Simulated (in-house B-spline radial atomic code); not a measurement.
Inner-shell binding energies (edges) and X-ray emission energies of free atoms and ions, as differences of relaxed hole-state energies with first-order Breit, QED and recoil terms, without correlation or multiplet splittings, in NIST's listed ground configurations. For neutral atoms such line energies lie within some 1 to 5 eV of tabulated X-ray lines (up to 20 eV for the heaviest). K = 1s, L1 = 2s, L3 = 2p3/2. A dash marks a subshell that is part filled or wasn't run, or a line left out. Computed with a B-spline radial code for spherical atoms: Dirac-Hartree-Fock, average of the configuration, finite nuclei.

```json
{"ion": "Ar3+", "configuration": "[Ne] 3s2 3p3", "K edge (eV)": "3260.56", "L1 edge (eV)": "379.09", "L3 edge (eV)": "-"}
{"ion": "K3+", "configuration": "[Ne] 3s2 3p4", "K edge (eV)": "3662.15", "L1 edge (eV)": "431.96", "L3 edge (eV)": "-"}
{"ion": "Ca3+", "configuration": "[Ne] 3s2 3p5", "K edge (eV)": "4087.47", "L1 edge (eV)": "488.17", "L3 edge (eV)": "-"}
{"ion": "Sc3+", "configuration": "[Ne] 3s2 3p6", "K edge (eV)": "4536.58", "L1 edge (eV)": "547.75", "L3 edge (eV)": "447.75"}
{"ion": "Ti3+", "configuration": "[Ar] 3d1", "K edge (eV)": "5013.95", "L1 edge (eV)": "612.39", "L3 edge (eV)": "505.04"}
{"ion": "V3+", "configuration": "[Ar] 3d2", "K edge (eV)": "5515.53", "L1 edge (eV)": "680.37", "L3 edge (eV)": "565.4"}
{"ion": "Cr3+", "configuration": "[Ar] 3d3", "K edge (eV)": "6041.42", "L1 edge (eV)": "751.74", "L3 edge (eV)": "628.87"}
{"ion": "Mn3+", "configuration": "[Ar] 3d4", "K edge (eV)": "?", "L1 edge (eV)": "?", "L3 edge (eV)": "?"}
{"ion": "Fe3+", "configuration": "[Ar] 3d5", "K edge (eV)": "7166.6", "L1 edge (eV)": "904.85", "L3 edge (eV)": "765.22"}
{"ion": "Co3+", "configuration": "[Ar] 3d6", "K edge (eV)": "7766.12", "L1 edge (eV)": "986.67", "L3 edge (eV)": "838.13"}
{"ion": "Ni3+", "configuration": "[Ar] 3d7", "K edge (eV)": "8390.4", "L1 edge (eV)": "1072.06", "L3 edge (eV)": "914.21"}
{"ion": "Cu3+", "configuration": "[Ar] 3d8", "K edge (eV)": "9039.57", "L1 edge (eV)": "1161.06", "L3 edge (eV)": "993.47"}
{"ion": "Zn3+", "configuration": "[Ar] 3d9", "K edge (eV)": "9713.75", "L1 edge (eV)": "1253.7", "L3 edge (eV)": "1075.93"}
{"ion": "Ga3+", "configuration": "[Ar] 3d10", "K edge (eV)": "?", "L1 edge (eV)": "?", "L3 edge (eV)": "?"}
{"ion": "As3+", "configuration": "[Ar] 3d10 4s2", "K edge (eV)": "11913.3", "L1 edge (eV)": "1582.22", "L3 edge (eV)": "1370.29"}
{"ion": "Se3+", "configuration": "[Ar] 3d10 4s2 4p1", "K edge (eV)": "?", "L1 edge (eV)": "?", "L3 edge (eV)": "?"}
{"ion": "Br3+", "configuration": "[Ar] 3d10 4s2 4p2", "K edge (eV)": "13524.5", "L1 edge (eV)": "1838.51", "L3 edge (eV)": "-"}
```

(1) Fill in the row of Mn3+.

(2) Fill in the row of Ga3+.

(3) Fill in the row of Se3+.

Answers

(1) K edge (eV): 6591.74; L1 edge (eV): 826.55; L3 edge (eV): 695.47.

(2) K edge (eV): 10413.1; L1 edge (eV): 1350.03; L3 edge (eV): 1161.58.

(3) K edge (eV): 12705.3; L1 edge (eV): 1707.68.
